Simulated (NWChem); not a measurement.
# Correlation energy of BrSi

```
Si
Br 1 2.2394
```
Charge 0, spin multiplicity 2.

Everything below was run with NWChem. All single points use one geometry, from UPBE0/def2-SVP, a minimum by its harmonic frequencies.

Basis set: STO-3G. Each correlation energy counts from its own Hartree-Fock reference.

The Hamiltonian is non-relativistic. The correlated methods keep 14 core orbitals frozen. This spin state was chosen for the runs; another may lie lower. The structure started from a generated list of species. The unpaired electrons of the parent sit in orbitals of symmetry b1 (C2v labels of the run); other states weren't searched. The stability of the SCF solutions was not checked. Open-shell Hartree-Fock references start from PBE0 orbitals. Coupled-cluster values serve here as a point of comparison, not as the truth.

### Question
Order these methods by the correlation energy they give, lowest first: UMP2, SCS-UMP2, CCSD on UHF, CCSD[T] on UHF.

### Answer
CCSD[T] on UHF (-33.7 mHa), CCSD on UHF (-32.2 mHa), SCS-UMP2 (-24.5 mHa), UMP2 (-22.3 mHa)
